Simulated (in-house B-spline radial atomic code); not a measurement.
Configurations of the nickel ion Ni⁴⁺, with energies counted from [Ar] 3d6. Level of theory: non-relativistic BHandHLYP, spin-polarised, spherical fractional occupations, exact exchange averaged over the configuration, point nucleus; calculated with an all-electron radial atomic-structure program (B-spline basis). Shells without spins written out take the highest spin.

Occupations are held fixed; configurations that lie above the ionisation limit could autoionise.

```json
{"configuration": "[Ar] 3d5 4p1", "E - E(ref) (eV)": "30.384", "highest orbital": "4p up", "its <r> (bohr)": "2.12"}
{"configuration": "[Ar] 3d5 4d1", "E - E(ref) (eV)": "44.158", "highest orbital": "4d up", "its <r> (bohr)": "2.644"}
{"configuration": "[Ne] 3s2 3p5 3d7", "E - E(ref) (eV)": "64.982", "highest orbital": "3d down", "its <r> (bohr)": "0.851"}
{"configuration": "[Ne] 3s2 3p5 3d6 4d1", "E - E(ref) (eV)": "108.79", "highest orbital": "4d up", "its <r> (bohr)": "2.639"}
```

(1) Order these further configurations by energy, lowest first.
A. [Ne] 3s2 3p5 3d6 4s1
B. [Ar] 3d5 4f1
C. [Ar] 3d5 4s1
D. [Ne] 3s2 3p5 3d6 4p1
E. [Ne] 3s2 3p5 3d6 4f1

Results:

(1) C (20.976 eV), B (54.433 eV), A (85.543 eV), D (94.968 eV), E (119.11 eV).
